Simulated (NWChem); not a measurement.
System: C2H5S, doublet; SMILES S[CH]C

The following NWChem deck was run.

```
start job
memory heap 200 mb stack 900 mb global 1100 mb
geometry units angstroms noautoz
  C      0.257159     1.674361    -0.036695
  C     -0.587801     0.449655     0.090138
  S      0.053735    -1.171275    -0.075238
  H      0.584518     1.858863    -1.074340
  H     -0.299512     2.558846     0.293347
  H      1.167054     1.604946     0.575424
  H     -1.657099     0.498941    -0.089891
  H      1.298752    -0.921579     0.390909
end
basis spherical
  C library 6-31g*
  S library 6-31g*
  H library 6-31g*
end
dft
  odft
  mult 2
  xc r2scan
  iterations 200
end
task dft gradient
```

NWChem printed, in part:

```
             Northwest Computational Chemistry Package (NWChem) 7.3.0
             --------------------------------------------------------

 C1  symmetry detected

                             Geometry "geometry" -> ""
                             -------------------------

 Output coordinates in angstroms (scale by  1.889725989 to convert to a.u.)

  No.       Tag          Charge          X              Y              Z
 ---- ---------------- ---------- -------------- -------------- --------------
    1 C                    6.0000     0.25870877     1.68594951    -0.03544461
    2 C                    6.0000    -0.59007405     0.46345155     0.08709214
    3 S                   16.0000     0.05599843    -1.15998993    -0.02849264
    4 H                    1.0000     0.61852741     1.85163275    -1.06548911
    5 H                    1.0000    -0.30786560     2.57609944     0.26078273
    6 H                    1.0000     1.14891979     1.62802931     0.60610556
    7 H                    1.0000    -1.65318144     0.50906136    -0.12729113
    8 H                    1.0000     1.28581669    -0.90139036     0.47188897

 Effective nuclear repulsion energy (a.u.)      99.0380828797

                                 NWChem DFT Module
                                 -----------------

 Summary of "ao basis" -> "ao basis" (spherical)
 ------------------------------------------------------------------------------
       Tag                 Description            Shells   Functions and Types
 ---------------- ------------------------------  ------  ---------------------
 C                           6-31g*                  6       14   3s2p1d
 S                           6-31g*                  8       18   4s3p1d
 H                           6-31g*                  2        2   2s

            General Information
            -------------------
          SCF calculation type: DFT
          Wavefunction type:  spin polarized.
          No. of atoms     :     8
          No. of electrons :    33
           Alpha electrons :    17
            Beta electrons :    16
          Charge           :     0
          Spin multiplicity:     2
          Use of symmetry is: off; symmetry adaption is: off
          Maximum number of iterations: 200
          AO basis - number of functions:    56
                     number of shells:    30
          Convergence on energy requested:  1.00D-06
          Convergence on density requested:  1.00D-05
          Convergence on gradient requested:  5.00D-04

              XC Information
              --------------
                      r^2SCAN Method XC Functional
               r^2SCAN metaGGA Exchange Functional  1.000
                     r^2SCAN Correlation Potential  1.000

             Grid Information
             ----------------
          Grid used for XC integration:  medium
          Radial quadrature: Mura-Knowles
          Angular quadrature: Lebedev.
          Tag              B.-S. Rad. Rad. Pts. Rad. Cut. Ang. Pts.
          ---              ---------- --------- --------- ---------
          C                   0.70       49           9.0       434
          S                   1.00       88          10.0       590
          H                   0.35       45          11.0       434
          Grid pruning is: on
          Number of quadrature shells:   411
          Spatial weights used:  Erf1

      Superposition of Atomic Density Guess
      -------------------------------------

 Sum of atomic energies:        -475.26735195

      Non-variational initial energy
      ------------------------------

 Total energy =    -476.715290
 1-e energy   =    -849.307121
 2-e energy   =     273.553749
 HOMO         =      -0.088821
 LUMO         =       0.086771

[...]

                         DFT ENERGY GRADIENTS

    atom               coordinates                        gradient
                 x          y          z           x          y          z
   1 C       0.488889   3.185983  -0.066981    0.000874   0.002271  -0.000160
   2 C      -1.115078   0.875796   0.164580   -0.002561  -0.000586  -0.000047
   3 S       0.105822  -2.192063  -0.053843    0.000238  -0.001516   0.000125
   4 H       1.168847   3.499079  -2.013482   -0.000063   0.000290   0.000586
   5 H      -0.581782   4.868122   0.492808    0.000500  -0.000251  -0.000208
   6 H       2.171144   3.076529   1.145373   -0.000363   0.000299  -0.000427
   7 H      -3.124060   0.961986  -0.240545    0.000757   0.000130   0.000056
   8 H       2.429841  -1.703381   0.891741    0.000617  -0.000637   0.000077
```

Level: r2SCAN/6-31G* (spherical d), spin-unrestricted. Structure relaxed at the B3LYP/6-31G* (spherical d), spin-unrestricted level. No stability test was run on the SCF state.
